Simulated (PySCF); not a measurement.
Si(CCH)2(F)(H) (C4H3FSi), SMILES C#C[SiH](F)C#C. Atoms are numbered in the order given.

```xyz
9

Si     0.4127     0.4703     0.0000
F     -0.5247     1.7955     0.0000
C      0.0323    -0.5118    -1.4953
C     -0.2032    -1.1678    -2.4890
C      0.0323    -0.5118     1.4953
C     -0.2032    -1.1678     2.4890
H      1.8234     0.9119     0.0000
H     -0.4144    -1.7504    -3.3707
H     -0.4144    -1.7504     3.3707
```
Charge 0, spin multiplicity 1.

Geometry: ωB97X-D3(BJ)/def2-SVP. This is a generated structure with no PubChem entry under its InChIKey; it may be hypothetical.

Two levels are set side by side: PBE/pcSseg-1 (PySCF) and PBE0/pcSseg-1 (PySCF). GIAO shifts against CFCl3 (¹⁹F), TMS (²⁹Si), TMS (¹H), TMS (¹³C) at the same level; non-relativistic, no solvent, atoms listed together averaged. Differences are taken from unrounded values.

```json
[
 {"quantity": "δ(²⁹Si) of Si1 (ppm)", "PBE": "-52.2"},
 {"quantity": "δ(¹⁹F) of F2 (ppm)", "PBE": "-208.3"},
 {"quantity": "δ(¹³C) of C3, C5 (ppm)", "PBE": "85.5"},
 {"quantity": "δ(¹³C) of C4, C6 (ppm)", "PBE": "101.5"},
 {"quantity": "δ(¹H) of H7 (ppm)", "PBE": "5.36"},
 {"quantity": "δ(¹H) of H8, H9 (ppm)", "PBE": "2.67"}
]
```

### Question
These are the PBE values. What does PBE0 give? (The exact figures need the calculation; the answer reports its results.)

### Answer

```json
[
 {"quantity": "δ(²⁹Si) of Si1 (ppm)", "PBE0": "-49.7", "PBE minus PBE0": "-2.6"},
 {"quantity": "δ(¹⁹F) of F2 (ppm)", "PBE0": "-189.1", "PBE minus PBE0": "-19.1"},
 {"quantity": "δ(¹³C) of C3, C5 (ppm)", "PBE0": "86.5", "PBE minus PBE0": "-1.0"},
 {"quantity": "δ(¹³C) of C4, C6 (ppm)", "PBE0": "105.5", "PBE minus PBE0": "-4.0"},
 {"quantity": "δ(¹H) of H7 (ppm)", "PBE0": "5.15", "PBE minus PBE0": "0.21"},
 {"quantity": "δ(¹H) of H8, H9 (ppm)", "PBE0": "2.80", "PBE minus PBE0": "-0.13"}
]
```

Rough cost on one machine, each run with all the roots and properties that it gave: PBE0 against PBE within a factor of 2.
